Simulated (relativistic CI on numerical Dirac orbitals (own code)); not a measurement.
**L2,3 absorption of nickel in several valence states**

Computed multiplet spectra 2p⁶3dⁿ → 2p⁵3dⁿ⁺¹ (Dirac-Coulomb-Breit ions, Slater integrals scaled by 0.8, an assumed crystal field that grows with the charge, no charge transfer; 300 K; Lorentzian 0.4 eV and Gaussian 0.3 eV FWHM at both edges, so that L2 comes out sharper than in experiment). Peaks over 5 % are given in eV from the highest peak in the L3 region of each spectrum (height, largest 100). S of the lowest state is read from ⟨S²⟩, and the branching ratio is the share of L3, cut at the minimum between the edges.

Field parameters in Wybourne normalisation: Oh B⁴₀ = 21Dq, B⁴₄ = √(5/14) B⁴₀. The field is a parameter set, without covalency.

- Ni²⁺ (d8, Oh, 10Dq = 16200 cm⁻¹): S = 1.00, branching ratio 0.73; peaks 0.0 (100), 2.2 (22), 17.3 (25), 18.5 (24)
- Ni³⁺ (d7, Oh, 10Dq = 20950 cm⁻¹): S = 1.32, high spin, branching ratio 0.82; peaks -4.5 (39), -3.4 (50), -1.5 (93), 0.0 (100), 2.3 (12), 3.1 (10), 16.1 (21), 17.0 (26), 17.9 (14), 18.4 (13), 19.4 (9)
- Ni⁴⁺ (d6, Oh, 10Dq = 25650 cm⁻¹): S = 0.03, low spin, branching ratio 0.66; peaks -2.8 (7), 0.0 (100), 2.0 (13), 2.9 (27), 16.5 (59), 18.9 (11)

The centroid of the whole edge, which also moves with the branching ratio, lies at 860.7 (Ni²⁺), 861.3 (Ni³⁺), 867.6 (Ni⁴⁺) eV in this ionic model, in steps of 0.6 to 6.3 eV. Compounds show about 1 to 2 eV a unit and lower energies for the high valences, since ligands screen the charge. The multiplet shape follows the d count and the spin state, and so serves as a fingerprint of valence. Real compounds of Ni³⁺ are mostly low spin, since covalency shrinks the Slater integrals more than this scale does. Ni³⁺ lies at a spin crossover.
